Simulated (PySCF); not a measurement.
# Dipole moment and polarisability of `CO[SiH2]OC(C)=O`

Species: C₃H₈O₃Si.
Geometry (PBE0-D3(BJ)/def2-SVP, Å), atoms numbered from 1 in this order:
```
atom  x, y, z in Å
C1    -4.0373   -0.3512    0.1077
O2    -2.6742   -0.0942   -0.0708
Si3   -1.5922   -1.1218   -0.7774
O4    -0.1573   -0.1994   -0.6763
C5     0.9387   -0.7816   -1.1728
C6     2.1622    0.0721   -1.0595
O7     0.8971   -1.8875   -1.6565
H8    -4.4958    0.5120    0.6129
H9    -4.2153   -1.2441    0.7357
H10   -4.5633   -0.4987   -0.8538
H11   -1.9459   -1.3693   -2.2004
H12   -1.4592   -2.3752    0.0107
H13    2.3395    0.3231   -0.0035
H14    1.9990    1.0203   -1.5927
H15    3.0266   -0.4551   -1.4770
```

Level: CAM-B3LYP/def2-SVPD (PySCF), static field, nuclei fixed, core orbitals frozen in the response. The polarisability tensor in these axes (au):

```
x   87.12  0.98 -5.50
y    0.98 67.14  3.01
z   -5.50  3.01 62.43
```

**Question.** Give the principal values, the mean and the anisotropy Δα = √{½[(α1 − α2)² + (α2 − α3)² + (α1 − α3)²]}.

**Answer.** Principal values 59.89, 68.50 and 88.30 au; mean 72.23 au = 10.70 Å³ = 11.91 × 10⁻⁴⁰ C²·m²/J; Δα = 25.23 au (35 % of the mean).

**Question.** What is the dipole moment, and where does it point?

**Answer.** (-0.82, 1.05, 0.64) D, 1.48 D in size, pointing from the negative to the positive side. Measured along this direction, the outermost atoms are H15 and O7 at the negative end and H8 at the positive end.

**Question.** What would n − 1 = 2πNα be for an ideal gas of these molecules at 400 K and 1 atm, electronic part alone?

**Answer.** N = p/kT = 1.8347 × 10¹⁹ cm⁻³, so n − 1 = 2π × N × 10.70 × 10⁻²⁴ cm³ = 1234 × 10⁻⁶ at long wavelengths, for an ideal gas.

**Question.** Sum over states: ᾱ = Σ f/ω², ω in Eh. What share falls to these 10 lowest TDDFT singlets (eV, f)? 5.88, 0.0007; 7.46, 0.0056; 7.76, 0.0159; 7.80, 0.0433; 8.12, 0.0244; 8.28, 0.0776; 8.43, 0.0010; 8.47, 0.0223; 8.54, 0.0520; 8.62, 0.0087.

**Answer.** They add up to 2.78 au, 3.8 % of the 72.23 au; the largest single term is 0.84 au, from the state at 8.28 eV. Terms in order: 0.01, 0.07, 0.20, 0.53, 0.27, 0.84, 0.01, 0.23, 0.53, 0.09 au. Higher excitations give the rest. The strengths listed sum to 0.251.

**Question.** Give the eigenvalues of the traceless quadrupole moment Θ = ½Σq(3rr − r²1), origin at the centre of nuclear charge.

**Answer.** -14.34, -1.79, 16.13 D·Å. The values depend on the origin, since the dipole doesn't vanish. The electronic extent ⟨r²⟩ about the same centre is 1277 bohr², a root-mean-square distance of 2.36 Å for the 64 electrons.

**Question.** Rayleigh depolarisation ratio (linearly polarised light, static tensor)?

**Answer.** ρ = 3Δα²/(45ᾱ² + 4Δα²) = 1910.0/(234777 + 2546.7) = 0.00805.

Isolated species at its PBE0-D3(BJ)/def2-SVP geometry (one conformer only).
